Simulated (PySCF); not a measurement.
Geometry:
| atom | x (Å) | y (Å) | z (Å) |
| --- | --- | --- | --- |
| C1 | 2.815 | -0.420 | -0.314 |
| C2 | 1.702 | 0.419 | 0.223 |
| C3 | 0.393 | 0.170 | 0.098 |
| C4 | -0.716 | 1.038 | 0.656 |
| C5 | -1.969 | 0.581 | -0.095 |
| C6 | -1.729 | -0.915 | -0.291 |
| C7 | -0.237 | -1.002 | -0.631 |
| H8 | 3.464 | 0.162 | -0.990 |
| H9 | 3.466 | -0.790 | 0.496 |
| H10 | 2.448 | -1.292 | -0.874 |
| H11 | 1.999 | 1.325 | 0.766 |
| H12 | -0.838 | 0.835 | 1.736 |
| H13 | -0.506 | 2.114 | 0.557 |
| H14 | -2.021 | 1.082 | -1.077 |
| H15 | -2.905 | 0.808 | 0.437 |
| H16 | -1.928 | -1.446 | 0.655 |
| H17 | -2.375 | -1.367 | -1.058 |
| H18 | -0.088 | -0.885 | -1.720 |
| H19 | 0.212 | -1.969 | -0.358 |

Geometry: PBE0-D3(BJ)/def2-SVP; GIAO shifts from PySCF 2.14, gas phase, non-relativistic, averaged over equivalent atoms.

At PBE0/pcSseg-1 (179 basis functions, 23 s wall time on 1 thread of an x86-64 server CPU, shared host):
| atoms | δ (ppm) |
| --- | --- |
| C3 | 150.4 |
| C2 | 123.8 |
| C4 | 36.8 |
| C7 | 31.3 |
| C5 | 29.5 |
| C6 | 29.4 |
| C1 | 18.0 |
| H11 | 5.53 |
| H12/H13 | 2.25 |
| H18/H19 | 2.21 |
| H8/H9/H10 | 1.73 |
| H16/H17 | 1.56 |
| H14/H15 | 1.47 |

Scale: 13C (σ = 184.41 ppm) and 1H (σ = 31.27 ppm) against TMS (reference shieldings calculated alike).

Question: What do these become at PBE/pcSseg-1?

Answer: 
```tsv
atoms	δ at PBE/pcSseg-1	change
C3	149.5	-0.9
C2	122.1	-1.7
C4	39.0	+2.2
C7	33.0	+1.7
C5	31.2	+1.7
C6	31.1	+1.7
C1	18.7	+0.7
H11	5.54	+0.01
H12/H13	2.34	+0.09
H18/H19	2.31	+0.10
H8/H9/H10	1.75	+0.02
H16/H17	1.63	+0.07
H14/H15	1.54	+0.07
```

Chemical shifts δ = σref − σ; 13C (σref 180.03), 1H (σref 31.20) against TMS, all at this level.

The largest change is at C4 (allylic sp3 CH2). Cost: 179 basis functions, 32 s wall time on 1 thread of an x86-64 server CPU, shared host. The order of the carbon signals is the same at both levels.
